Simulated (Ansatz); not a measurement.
CH₆ClF₂NSi₂ (SMILES CN([SiH2]Cl)[SiH](F)F), singlet, at a GFN2-xTB geometry; Ansatz (a first-principles code) with SC-NEVPT2/STO-3G, CASSCF(4,3).

Here is a job for Ansatz.
Ansatz 0.2 input:
```yaml
crystal:
  periodic: [false, false, false]
  atoms:
    - {symbol: Si, position_ang: [1.48482617, 0.44054884, 0.53226603]}
    - {symbol: F, position_ang: [1.02828938, 1.25736428, 1.82227492]}
    - {symbol: F, position_ang: [2.63652645, -0.52417569, 1.07169294]}
    - {symbol: N, position_ang: [0.17024140, -0.53935536, 0.03724780]}
    - {symbol: C, position_ang: [0.46037466, -1.71266202, -0.77956695]}
    - {symbol: Si, position_ang: [-1.50456563, -0.06225728, 0.13142739]}
    - {symbol: Cl, position_ang: [-2.14696365, 0.41144837, -1.71296948]}
    - {symbol: H, position_ang: [2.07418475, 1.35507352, -0.41450598]}
    - {symbol: H, position_ang: [1.45847123, -2.08397514, -0.56110933]}
    - {symbol: H, position_ang: [-0.25955677, -2.50089693, -0.56145693]}
    - {symbol: H, position_ang: [0.39989177, -1.47567258, -1.84437731]}
    - {symbol: H, position_ang: [-2.24241122, -1.23571293, 0.59177443]}
    - {symbol: H, position_ang: [-1.59312520, 1.10324203, 0.98940470]}
basis:
  gaussian:
    orbitals: STO-3G
magnetization: {spin_polarized: false}
correlation: {method: sc_nevpt2, electrons: all, active_space: {window: {electrons: 4, orbitals: 3}}}
```

The log (banner, timings and long lists left out):

```
Functional definition: HF
664 factors; integrals over basis functions are off by at most 4.0e-5 eV
mean field evaluation 1: about -35824.1734 eV, gradient 2.9e1 eV
mean field evaluation 2: about -35824.3579 eV, gradient 2.9e1 eV
mean field evaluation 4: about -35828.0320 eV, gradient 1.6e0 eV
mean field evaluation 8: about -35828.0471 eV, gradient 2.7e-2 eV
mean field -35828.04712047 eV, -1316.6564465547 hartree, gradient 1.1e-6 eV, S^2 0.000000; 0 other end points of the search recorded, 0 dependent functions left out
reference -35828.04712047 eV, -1316.6564465547 hartree; 41, 41 occupied and 12, 12 virtual orbitals, 664 factors
state -35828.47168288 eV, -1316.6720489354 hartree
state -35828.47168288 eV, -1316.6720489354 hartree; corrected -35833.71238212 eV, -1316.8646410803 hartree
state -35828.34686671 eV, -1316.6674620258 hartree
state -35828.34686671 eV, -1316.6674620258 hartree; corrected -35833.71971917 eV, -1316.8649107119 hartree
state -35828.34686671 eV, -1316.6674620258 hartree; corrected -35833.71971917 eV, -1316.8649107119 hartree
state -35828.26121964 eV, -1316.6643145541 hartree
state -35828.26121964 eV, -1316.6643145541 hartree; corrected -35833.72059389 eV, -1316.8649428572 hartree
state -35828.26121964 eV, -1316.6643145541 hartree; corrected -35833.72059389 eV, -1316.8649428572 hartree
the orbitals are reached from a further start. From the first start the search ends at -35828.34685630 eV, -1316.6674616432 hartree
WARN: the results are in doubt because another end's mean lies 0.210 eV lower, and its corrected mean 0.008 eV higher
Total energy: -35833.72059389 eV, -1316.8649428572 hartree
In doubt: another end's mean lies 0.210 eV lower, and its corrected mean 0.008 eV higher
```
